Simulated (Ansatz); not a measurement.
Several settings on one geometry of SiF2Cl2 (SiCl₂F₂) (that of the charge 0 singlet, PBE0-D4/def2-SVP). Ansatz on 4 threads of Arm Neoverse V2 on a shared host; times are rough.

```
atom   x (Å)   y (Å)   z (Å)
 Si1   0.062   0.000   0.043
  F2   0.099  -0.015   1.640
  F3   1.573   0.007  -0.475
 Cl4  -0.870   1.675  -0.588
 Cl5  -0.864  -1.666  -0.620
```

Totals from different functionals, basis sets or treatments of relativity can't be compared as stabilities.

The 6-31G sets use Cartesian d functions. B3LYP takes the VWN-RPA correlation.

The spins typed aren't always the lowest for that charge.

Question: Give the basis size and estimate the energy, ⟨S²⟩, dipole and time of these runs.

| run | method | charge | state | further keys |
| --- | --- | --- | --- | --- |
| 1 | RKS B3LYP5/pcseg-2 | 0 | singlet | scf: {omitted_lower_state_checks: [starts]}; forces asked |
| 2 | RKS BLYP-D3(BJ)-ATM/6-31++G** | 0 | singlet | scf: {omitted_lower_state_checks: [starts]}; forces asked |
| 3 | RKS r2SCANh-D4/6-31++G** | 0 | singlet | accuracy: high; scf: {omitted_lower_state_checks: [starts]}; forces asked |
| 4 | UKS B3LYP-D4/pcseg-2 | 1 | doublet | scf: {lower_state_search: light} |

Answer: 
```json
{"run": "1", "functions": "162", "energy (Eh)": "-1409.7677", "⟨S²⟩": "–", "dipole (D)": "0.77", "wall time": "2 s"}
{"run": "2", "functions": "107", "energy (Eh)": "-1409.7501", "⟨S²⟩": "–", "dipole (D)": "0.70", "wall time": "1.3 s"}
{"run": "3", "functions": "107", "energy (Eh)": "-1409.5908", "⟨S²⟩": "–", "dipole (D)": "0.66", "wall time": "8 s"}
{"run": "4", "functions": "162", "energy (Eh)": "-1409.5796", "⟨S²⟩": "0.76", "dipole (D)": "–", "wall time": "13 s"}
```
